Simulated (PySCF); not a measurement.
C₅H₃FOP₂.
Structure used (PBE0-D3(BJ)/def2-SVP), in Å, numbered top down from 1:
```
atom  x, y, z in Å
O1    -2.461   -1.902   -0.472
C2    -2.090   -0.795   -0.169
C3    -0.656   -0.410   -0.088
P4     0.476   -1.719   -0.380
C5     2.011   -0.954   -0.217
P6     2.469    0.678    0.138
C7     0.945    1.472    0.319
C8    -0.323    0.916    0.204
F9    -1.340    1.763    0.395
H10   -2.819    0.011    0.075
H11    2.861   -1.633   -0.369
H12    0.967    2.541    0.551
```

Level: CAM-B3LYP/def2-SVPD in PySCF, non-relativistic, on one gas-phase PBE0-D3(BJ)/def2-SVP geometry that isn't relaxed in the solvent. The solvent is an IEF-PCM continuum (cavity from Bondi-type radii × 1.2), and excitations are vertical TDDFT with non-equilibrium linear response and a frozen core. Only the electrostatic response of the medium enters.

Gas-phase singlets (H = HOMO, L = LUMO):

| state | E (eV) | λ (nm) | f | leading configuration |
| --- | --- | --- | --- | --- |
| S1 | 3.373 | 368 | 0.004 | H-1→L 71% |
| S2 | 3.809 | 325 | 0.011 | H-3→L 72% |
| S3 | 4.061 | 305 | 0.014 | H-2→L 61% |
| S4 | 4.316 | 287 | 0.153 | H→L 81% |
| S5 | 4.545 | 273 | 0.000 | H-1→L+1 77% |

**Question.** Give the list for tetrahydrofuran (ε = 7.426), n² = 1.97.

**Answer.** 
```
state  E (eV)  λ (nm)      f  leading configuration  change by rank (eV)
   S1   3.491     355  0.008              H-1→L 72%               +0.118
   S2   3.849     322  0.011              H-3→L 66%               +0.040
   S3   3.995     310  0.033              H-2→L 54%               -0.066
   S4   4.202     295  0.216                H→L 69%               -0.114
   S5   4.596     270  0.000            H-1→L+1 90%               +0.051
```

**Question.** The ground-state energy changes by -0.212 eV from gas to tetrahydrofuran. By how much does the total energy of gas-phase S3 change?

**Answer.** E(S3) = E(S0) + excitation energy, so it changes by -0.212 − 0.066 = -0.278 eV: it is lowered more than the ground state, which is what a red shift means. This is the vertical state, with the slow part of the continuum still set for S0.

**Question.** How do the frontier levels move from gas to tetrahydrofuran?

**Answer.** 
```
orbital  gas (eV)  solvent (eV)  change (eV)                  Löwdin shares, gas              Löwdin shares, solvent
 LUMO+2      0.70          0.83        +0.13  C2 28 %, O1 20 %, P6 13 %, C7 11 %  C2 28 %, O1 20 %, P6 14 %, C7 11 %
 LUMO+1     -1.14         -0.89        +0.25  P4 24 %, C5 23 %, P6 14 %, C8 14 %  P4 24 %, C5 23 %, P6 14 %, C8 14 %
   LUMO     -2.20         -2.02        +0.18  P6 22 %, P4 17 %, C3 14 %, C7 11 %  P6 21 %, P4 17 %, C3 13 %, C7 11 %
   HOMO     -9.02         -8.80        +0.22  C7 21 %, C3 20 %, P6 16 %, P4 16 %  C7 23 %, C3 19 %, P4 16 %, P6 15 %
 HOMO-1     -9.06         -8.95        +0.11   P4 29 %, O1 25 %, P6 18 %, C3 8 %   P4 35 %, P6 27 %, O1 12 %, C5 9 %
 HOMO-2     -9.38         -9.13        +0.25  C5 32 %, C8 13 %, P4 12 %, P6 11 %  C5 32 %, C8 13 %, P6 12 %, P4 11 %
 HOMO-3     -9.43         -9.40        +0.03  O1 34 %, P6 18 %, C2 11 %, P4 10 %   O1 44 %, C2 14 %, P6 11 %, C3 8 %
```

The HOMO–LUMO gap goes from 6.82 to 6.78 eV. Rows go by rank; for HOMO-3, HOMO-2, HOMO-1 and HOMO the atom shares or the degeneracy differ between the runs, so the row needn't follow one orbital.
